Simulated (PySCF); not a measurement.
## EPR parameters of C5H6NOS

C5H6NOS (doublet state).
Structure used (GFN2-xTB), in Å, numbered top down from 1:
```xyz
14
C5H6NOS angstrom
C      2.331    0.495   -0.942
O      1.203   -0.093   -0.638
C      0.728   -0.210    0.601
S      1.519    0.346    1.936
C     -0.596   -0.920    0.669
C     -1.631   -0.306   -0.289
C     -1.825    1.096   -0.006
N     -1.960    2.208    0.215
H      2.574    0.514   -1.986
H      2.951    0.934   -0.180
H     -0.459   -1.974    0.405
H     -0.953   -0.866    1.698
H     -2.588   -0.822   -0.181
H     -1.295   -0.403   -1.325
```

The hyperfine couplings belong to this conformer and change with its torsions.

Identity: `[CH2]OC(=S)CCC#N` [radical].

Method used: UKS B3LYP, pcH-1 on C H N O S, non-relativistic, mean-field spin-orbit, GIAO (PySCF). One conformer (not necessarily the lowest) at the GFN2-xTB geometry, without solvent, vibrations or thermal averaging. The geometry wasn't refined by DFT: couplings that depend on bond lengths, twists or pyramidal angles can differ widely from those at the functional's own minimum. No stability test was run, so a lower SCF solution isn't excluded.

- g1, g2, g3: 2.00213, 2.00437, 2.00783
- g_iso: 2.00478
- Form of g: rhombic: the two nearest values differ by 39 % of g3 − g1
- ⟨S²⟩: 0.7571 (exact 0.7500)
- HOMO–LUMO gap, α and β orbitals: 4.11, 3.59 eV

Hyperfine couplings atom by atom, in 10⁻⁴ cm⁻¹; T1 to T3 are the principal values of the dipolar part (1 × 10⁻⁴ cm⁻¹ = 2.998 MHz):

```json
{"atom": "C1", "isotope": "13C", "a_iso": "26.7", "of which spin–orbit": "0.0", "T1": "-24.8", "T2": "-23.8", "T3": "48.6", "Mulliken spin population": "0.89"}
{"atom": "O2", "isotope": "17O", "a_iso": "0.1", "of which spin–orbit": "0.0", "T1": "-5.2", "T2": "2.3", "T3": "2.9", "Mulliken spin population": "-0.01"}
{"atom": "C3", "isotope": "13C", "a_iso": "2.7", "of which spin–orbit": "0.0", "T1": "-2.5", "T2": "-1.7", "T3": "4.3", "Mulliken spin population": "0.04"}
{"atom": "S4", "isotope": "33S", "a_iso": "0.7", "of which spin–orbit": "0.1", "T1": "-4.6", "T2": "-4.4", "T3": "8.9", "Mulliken spin population": "0.16"}
{"atom": "C5", "isotope": "13C", "a_iso": "-1.3", "of which spin–orbit": "0.0", "T1": "-0.2", "T2": "0.0", "T3": "0.2", "Mulliken spin population": "-0.01"}
{"atom": "C6", "isotope": "13C", "a_iso": "1.4", "of which spin–orbit": "0.0", "T1": "-0.2", "T2": "-0.1", "T3": "0.3", "Mulliken spin population": "0.00"}
{"atom": "C7", "isotope": "13C", "a_iso": "-0.1", "of which spin–orbit": "0.0", "T1": "-0.1", "T2": "-0.1", "T3": "0.2", "Mulliken spin population": "0.00"}
{"atom": "N8", "isotope": "14N", "a_iso": "0.0", "of which spin–orbit": "0.0", "T1": "0.0", "T2": "0.0", "T3": "0.0", "Mulliken spin population": "0.00"}
{"atom": "H9", "isotope": "1H", "a_iso": "-20.2", "of which spin–orbit": "0.0", "T1": "-11.6", "T2": "-0.1", "T3": "11.7", "Mulliken spin population": "-0.04"}
{"atom": "H10", "isotope": "1H", "a_iso": "-20.6", "of which spin–orbit": "0.0", "T1": "-11.0", "T2": "-0.1", "T3": "11.1", "Mulliken spin population": "-0.04"}
{"atom": "H11", "isotope": "1H", "a_iso": "3.4", "of which spin–orbit": "0.0", "T1": "-0.5", "T2": "-0.4", "T3": "0.9", "Mulliken spin population": "0.00"}
{"atom": "H12", "isotope": "1H", "a_iso": "0.0", "of which spin–orbit": "0.0", "T1": "-0.4", "T2": "-0.3", "T3": "0.7", "Mulliken spin population": "0.00"}
{"atom": "H13", "isotope": "1H", "a_iso": "0.6", "of which spin–orbit": "0.0", "T1": "-0.2", "T2": "-0.2", "T3": "0.4", "Mulliken spin population": "0.00"}
{"atom": "H14", "isotope": "1H", "a_iso": "0.1", "of which spin–orbit": "0.0", "T1": "-0.5", "T2": "-0.4", "T3": "0.9", "Mulliken spin population": "0.00"}
```

The largest Mulliken spin populations are on C1 (+0.89) and S4 (+0.16). The angles at C1 add up to 360.0°, so it is planar; its axial dipolar tensor and the negative couplings of its protons fit spin in a p orbital normal to that plane.

Axes: g2 points within 4° of the C1–O2 bond.

Under fast tumbling the dipolar parts average out, and these isotropic splittings remain: 1 × 1H (H10, I = 1/2, 2 lines) with 2.20 mT, 1 × 1H (H9, I = 1/2, 2 lines) with 2.16 mT, 2 × 1H (H11/H12, I = 1/2, 3 lines) with 0.18 mT and 2 × 1H (H13/H14, I = 1/2, 3 lines) with 0.04 mT.

Nuclei that the bonding pattern makes equivalent are averaged, as if the motion that swaps them (rotation, inversion, ring flip) were fast. H9 and H10 aren't averaged: C1 is flat or nearly so (angle sum 360°), and its turn about the short C1–O2 bond (1.31 Å) is taken as slow. The 1H value of +5.1 MHz is a mean of couplings from 0.1 to 10.1 MHz in this one geometry, not an average over conformers.

The 13C coupling of C1 (80.2 MHz) shows only in satellite lines or after enrichment, since that isotope makes up about 1.07 % of natural carbon.

Examples of negative spin density at the nucleus (bohr⁻³): H10 (-0.0138), H9 (-0.0136) and C5 (-0.0035).
